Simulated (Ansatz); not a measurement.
```xyz
4

S     0.0025    0.0070    0.0067
O     1.4512    0.0009   -0.0021
O    -0.7156    1.2416    0.0052
O    -0.7111   -1.2458    0.0006
```

Basis set: 6-31G* (spherical functions). Frozen core: 8 orbitals. Charge 0, multiplicity 1.

Computed with Ansatz (development build ahead of 0.2.0); each method stands on the lowest determinant of its kind that the runs found. Restricted open shells among the atoms or ions are ROHF, correlated in semicanonical orbitals with singles.

The atomization energy at this shape (free ground-state atoms in the same class of orbitals less the molecule, no zero-point energy) of singlet SO₃:

```tsv
method	atomization energy
RHF-MP2	12.90 eV
```

Task: What does RHF give?

Result: 4.54 eV.
